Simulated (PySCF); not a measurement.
## Excitation energy of Sb by level of theory

Sb [Kr] 4d10 5s2 5p3 (4S) → Sb [Kr] 4d10 5s1 5p3 6s1 (6S), as a difference of total energies. All numbers are calculated (PySCF 2.14, the spin-free X2C one-electron Hamiltonian (Gaussian nucleus), in aug-cc-pVTZ-DK3 (8s7p5d2f, 68 functions)). Correlated levels: valence: [Kr] 4d10 frozen. The calculations carry no spin-orbit coupling.

```csv
method,excitation energy (cm⁻¹)
UHF,78710
MP2 (valence),86806
SCS-MP2 (valence),89846
CCSD (valence),87935
CCSD(T) (valence),88348
```

The upper state lies above the first ionisation limit, but in LS coupling its spin forbids autoionisation to the ground ion; at this Z spin-orbit coupling breaks that rule. A Rydberg-like electron needs more diffuse functions than a valence basis has.

The promoted electron is Rydberg-like, and one or two diffuse shells describe it only roughly, which tends to raise the upper state.
